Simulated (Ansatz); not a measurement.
Molecule: sum formula YOBr (charge 0, singlet). SMILES: [Br][Y]=[O]
Geometry: optimised at B3LYP-D3(BJ)/def2-TZVP (Ansatz, an electronic-structure program).

Quantity: atomisation energy (electronic, to ground-state atoms), in kcal/mol. Correlated levels leave the core frozen unless marked. Open shells are spin-unrestricted. No spin-orbit coupling. The frozen core is the preceding noble-gas configuration, with the filled d and f shells of earlier blocks. Past Kr the def2 sets carry scalar-relativistic core potentials. 

```tsv
level	program	atomisation energy (kcal/mol)
BLYP-D4/def2-TZVPD	Ansatz + dftd4	267.1
B97M-V/def2-TZVPD	Ansatz	261.8
PBE0/def2-TZVPD	Ansatz	260.7
BHLYP-D3(BJ)/def2-TZVPD	Ansatz + dftd3	240.6
HSE06-D3(BJ)/def2-TZVPD	Ansatz + dftd3	262.6
LC-wPBE-D3(BJ)/def2-TZVPD	Ansatz + dftd3	269.0
wB97X-V/def2-TZVPD	Ansatz	266.1
CCSD/def2-SVPD	Ansatz	240.8
CCSD/def2-TZVPPD	Ansatz	246.4
```
